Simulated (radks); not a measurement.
The numbers below are computed, except where a source is named.
Neutral europium, configuration [Xe] 4f7 6s2 (the NIST ground configuration). Code: a radial shooting solver on a logarithmic mesh with Libxc functionals. Model: scalar-relativistic Kohn-Sham, PBE, spin-unpolarised, spherical densities, finite nucleus; Fermi nuclear charge, rms radius 5.1115 fm; hard spherical wall at 3 bohr.

Normalised radial functions P(r) = r R(r), r in bohr:

r,4p,5p,6p
0.002276,0.0100,0.0037,0.0042
0.00294,0.0155,0.0057,0.0065
0.003828,0.0243,0.0090,0.0101
0.004985,0.0379,0.0140,0.0158
0.006439,0.0579,0.0214,0.0241
0.008384,0.0887,0.0328,0.0369
0.01092,0.1337,0.0494,0.0556
0.0141,0.1947,0.0720,0.0810
0.01836,0.2781,0.1027,0.1156
0.02391,0.3799,0.1403,0.1578
0.03089,0.4844,0.1787,0.2010
0.04022,0.5694,0.2095,0.2356
0.05237,0.5810,0.2129,0.2389
0.06765,0.4617,0.1672,0.1871
0.08809,0.1598,0.0537,0.0587
0.1147,-0.2911,-0.1136,-0.1298
0.1482,-0.7129,-0.2654,-0.2993
0.1929,-0.8572,-0.3048,-0.3390
0.2512,-0.4779,-0.1409,-0.1470
0.3245,0.3248,0.1700,0.2063
0.4226,1.1649,0.4385,0.4914
0.5502,1.5047,0.4043,0.4012
0.7108,1.2403,0.0281,-0.0823
0.9255,0.6950,-0.5014,-0.6463
1.205,0.2642,-0.8731,-0.7570
1.557,0.0684,-0.9231,-0.1567
2.027,0.0103,-0.6862,0.7780
2.64,0.0008,-0.2555,0.6877

4p: eigenvalue -235.80 eV, 2 radial nodes at r = 0.0974, 0.295 bohr, <r> = 0.600 bohr, 90 % of the charge inside 0.874 bohr. 5p: eigenvalue -5.132 eV, 3 radial nodes at r = 0.0965, 0.284, 0.721 bohr, <r> = 1.53 bohr, 90 % of the charge inside 2.16 bohr. 6p (empty): eigenvalue 63.121 eV, 4 radial nodes at r = 0.0962, 0.281, 0.686, 1.63 bohr, <r> = 1.82 bohr, 90 % of the charge inside 2.57 bohr.
